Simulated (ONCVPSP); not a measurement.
Configuration tests for Sn (Z = 50) (ONCV)

```json
{
 "Element": "Sn",
 "Generator": "ONCVPSP 4.0.1",
 "Type": "optimised norm-conserving Vanderbilt (ONCV)",
 "Functional": "LDA (Perdew-Wang 92)",
 "Relativity": "scalar-relativistic",
 "Frozen core": "[Ar] 3d10",
 "Valence charge": "22",
 "Reference configuration": "4s2 4p6 4d10 5s1 5p3",
 "Partial waves": "4s+5s: rc 1.05 bohr, ncon 3, nbas 6, qcut 9.9 1/bohr, 2 projectors; 4p+5p: rc 1.65 bohr, ncon 4, nbas 7, qcut 9.7 1/bohr, 2 projectors; 4d: rc 1.30 bohr, ncon 4, nbas 9, qcut 11.8 1/bohr, 2 projectors, debl 3.4 Ha",
 "Local potential": "polynomial inside 0.70 bohr (lpopt 5, dvloc0 3 Ha)",
 "Core correction": "Teter function, fcfact 5, rcfact 1.55"
}
```

Energies are relative to the spin-unpolarised reference configuration 4s2 4p6 4d10 5s1 5p3; without spin polarisation the order of configurations can differ from experiment.

```
valence configuration  charge  ΔE all-electron (eV)  error AE − PS (meV)
 4s2 4p6 4d10 5s2 5p2       0                -7.077                 +0.1
 4s2 4p6 4d10 5s2 5p0      +2                14.273                 -5.2
  4s2 4p6 4d9 5s2 5p2      +1                25.697                 -3.1
```

**Question.** What are ΔE and the potential's error for 4s2 4p6 4d10 5s2 5p1?

**Answer.** ΔE = 0.015 eV all-electron; the error (AE − PS) is -1.5 meV.

Levels in the configuration 4s2 4p6 4d10 5s2 5p2:

```json
{"level": "4s", "all-electron (eV)": "-133.657", "pseudo (eV)": "-133.659"}
{"level": "4p", "all-electron (eV)": "-89.563", "pseudo (eV)": "-89.565"}
{"level": "4d", "all-electron (eV)": "-25.904", "pseudo (eV)": "-25.905"}
{"level": "5s", "all-electron (eV)": "-10.811", "pseudo (eV)": "-10.810"}
{"level": "5p", "all-electron (eV)": "-3.868", "pseudo (eV)": "-3.868"}
```

Note: no bound ghost flagged; GHOST(+) flagged for s at 46.2 eV.
